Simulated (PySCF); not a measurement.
All of these have the formula C5H7FO. The calculation used TDDFT CAM-B3LYP/def2-SVPD, vertical, gas phase, core orbitals frozen in the response (PySCF). Geometries: GFN2-xTB; one conformer of each isolated species. Triplets are in the Tamm–Dancoff approximation.

Task: Rank by computed lowest singlet excitation energy, lowest first.
A. `C=CC1(F)COC1`
B. `F[C@H]1C=CCOC1`
C. `CC1(C(=O)F)CC1`
D. `C=C[C@H](C)C(=O)F`

Result: D (5.88 eV), C (6.08 eV), B (6.70 eV), A (7.09 eV).

| SMILES | S1 (eV) | first f ≥ 0.01 (nm) | LUMO (eV) | T1 (eV) | α (au) | HOMO (eV) | S1 mainly |
| --- | --- | --- | --- | --- | --- | --- | --- |
| C=C[C@H](C)C(=O)F | 5.88 | 211 | 0.27 | 4.45 | 63.6 | -9.45 | H-1→L (42%) |
| CC1(C(=O)F)CC1 | 6.08 | 164 | 0.66 | 5.51 | 60.3 | -10.17 | H-1→L (81%) |
| F[C@H]1C=CCOC1 | 6.70 | 185 | 0.94 | 4.40 | 61.2 | -9.04 | H-1→L (79%) |
| C=CC1(F)COC1 | 7.09 | 167 | 0.92 | 4.47 | 62.4 | -9.18 | H→L+2 (84%) |

H and L stand for HOMO and LUMO.

- `C=C[C@H](C)C(=O)F`: Löwdin shares by element: HOMO carbon 73% or more, oxygen 8% (atoms not listed hold the other 19%); LUMO carbon 53% or more, oxygen 20% (atoms not listed hold the other 27%).
- `CC1(C(=O)F)CC1`: Löwdin shares by element: HOMO carbon 71% or more (atoms not listed hold the other 29%); LUMO carbon 43% or more, oxygen 30%, fluorine 8% (atoms not listed hold the other 19%).
- `F[C@H]1C=CCOC1`: Löwdin shares by element: HOMO carbon 77% or more (atoms not listed hold the other 23%); LUMO carbon 69% or more (atoms not listed hold the other 31%).
- `C=CC1(F)COC1`: Löwdin shares by element: HOMO oxygen 60%, carbon 19% or more, hydrogen 5% or more (atoms not listed hold the other 15%); LUMO carbon 65% or more, hydrogen 12% or more (atoms not listed hold the other 23%).
